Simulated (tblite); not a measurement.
Compound: C₄H₁₃B₂N.
SMILES: `BN(B)C(C)(C)C`

Method: GFN2-xTB as coded in tblite; computed harmonic values from a numerical Hessian at the method's own geometry, unscaled. Against measured fundamentals such values can be off by several per cent, at times by over 20. Modes of hydrogen on boron can be 10 to 20 % off.

Harmonic wavenumbers (cm⁻¹): 32.6, 147.2, 220.6, 226.4, 273.7, 280.5, 307.8, 349.5, 367.2, 404.1, 431.6, 475.1, 483.8, 547.3, 723.5, 855.6, 863.9, 883.5, 892.8, 939.2, 952.1, 954.8, 960.7, 1035.5, 1036.0, 1155.1, 1186.2, 1229.6, 1236.4, 1241.1, 1304.6, 1351.0, 1398.9, 1402.0, 1424.3, 1481.5, 1490.0, 1491.5, 1497.9, 1505.4, 1516.3, 2622.1, 2648.1, 2661.1, 2670.7, 3027.9, 3028.4, 3031.9, 3033.2, 3039.1, 3041.5, 3052.1, 3058.0, 3076.7.

A = 3276, B = 2397, C = 1993 MHz; mass 97.123 u (most abundant isotopes); point group C1, symmetry number 1.

Q: What is the zero-point energy?

A: Half the sum of the wavenumbers: 37274 cm⁻¹ = 106.57 kcal/mol.

Q: Entropy at 500 K, 1 bar (ideal gas, RRHO, classical rotation)?

A: Translation 42.23, rotation 28.96, vibration 44.70: S = 115.9 cal/(mol K).

Q: And Cp and H(500 K) − H(0)?

A: Cp = 56.71 cal/(mol K), of which vibrations give 48.76 (their classical limit is 54 R = 107.3); H(500 K) − H(0) = 16.10 kcal/mol without the zero-point energy, 12.13 from vibrations.

Q: How do the functions run with temperature in this model?

A: 
| T (K) | S (cal/(mol K)) | Cp (cal/(mol K)) | H − H(0) (kcal/mol) | G − H(0) (kcal/mol) | ln q(vib) |
| --- | --- | --- | --- | --- | --- |
| 50 | 55.3 | 10.7 | 0.47 | -2.30 | 0.52 |
| 100 | 64.2 | 16.0 | 1.12 | -5.30 | 1.26 |
| 298.15 | 91.7 | 37.6 | 6.50 | -20.85 | 5.43 |
| 373.15 | 101.0 | 45.3 | 9.61 | -28.08 | 7.21 |
| 750 | 142.2 | 73.2 | 32.49 | -74.19 | 16.33 |
| 1000 | 164.9 | 84.4 | 52.28 | -112.66 | 22.10 |

q(vib) and H(0) count from the zero-point level.

Q: What must be added to the electronic energy to get the Gibbs energy at 500 K and 1 bar?

A: ZPE + [H(500 K) − H(0)] − T·S = 106.57 + 16.10 − 57.94 = 64.73 kcal/mol.

Q: Blend soft modes into free rotors: weight 1/[1 + (100 cm⁻¹/ν̃)⁴] for the oscillator and the rest for a rotor with moment μB/(μ + B), μ = h/(8π²ν), B = 10⁻⁴⁴ kg m². What vibrational entropy results?

A: 42.36 cal/(mol K) in place of 44.70, which changes −T·S at 500 K by +1.17 kcal/mol.

Hindered rotation and anharmonicity are outside this model. The structure is chiral; the term R ln 2 for an equal mix with its mirror image is left out.

Conformer computed: `[BH2:1][N:2]([BH2:3])[C:4]([CH3:5])([CH3:6])[CH3:7]`: B1–N2–C4–C5 179°.
